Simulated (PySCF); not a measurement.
Zn(Cl)(Me), SMILES [CH3][Zn][Cl] (CH₃ClZn), PBE0/def2-SVP optimised geometry.

```
6

Zn     0.10     0.18     0.00
Cl     2.22     0.18     0.00
C     -1.83     0.18     0.00
H     -2.22     0.55     0.96
H     -2.22    -0.83    -0.17
H     -2.22     0.83    -0.80
```

Density from PBE0/def2-TZVP (PySCF) at that geometry.

Minimum of the electron density along straight lines between bonded atoms, close to the bond critical point (lines longer than 1.1 times the sum of covalent radii, or with two minima, are not listed):

| bond | length / Å | ρ at the minimum / e bohr⁻³ | ∇²ρ there / e bohr⁻⁵ | position (fraction from the first atom) |
|---|---|---|---|---|
| Zn1–Cl2 | 2.118 | 0.098 | 0.31 | 0.45 |
| Zn1–C3 | 1.930 | 0.117 | 0.21 | 0.50 |
| C3–H4 | 1.101 | 0.266 | -0.87 | 0.64 |
| C3–H5 | 1.101 | 0.266 | -0.87 | 0.64 |
| C3–H6 | 1.101 | 0.266 | -0.87 | 0.64 |
